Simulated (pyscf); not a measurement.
Optimised with ωB97X-D3(BJ)/def2-SVP in PySCF.

What is the homolytic dissociation enthalpy (298 K, ωB97M-D3(BJ)/def2-TZVP) of the O–Ta bond of O=Ta(OH)(OH)–O–SiH₃, to [O=Ta(OH)–OH]• + •O–SiH₃?

O–Ta to [O=Ta(OH)–OH]• + •O–SiH₃: 537.7 kJ/mol. The 7 functionals that were run give +526.1 (PBE) to +561.5 kJ/mol (ωB97X-D3(BJ)). The radicals are drawn with the spin at the cut bond; how far it spreads was not checked. •O–SiH₃ lies 104.0 kJ/mol over its isomer HO–SiH₂•, and others may lie lower still (electronic energy, ωB97M-D3(BJ)). Other isomers of [O=Ta(OH)–OH]• were not searched in full and may lie lower. Open-shell species with a d-block atom are single-reference here; other states, and whether the spin sits on metal or ligand, were not checked. Elements past Kr carry the def2 core potentials, without spin-orbit coupling.
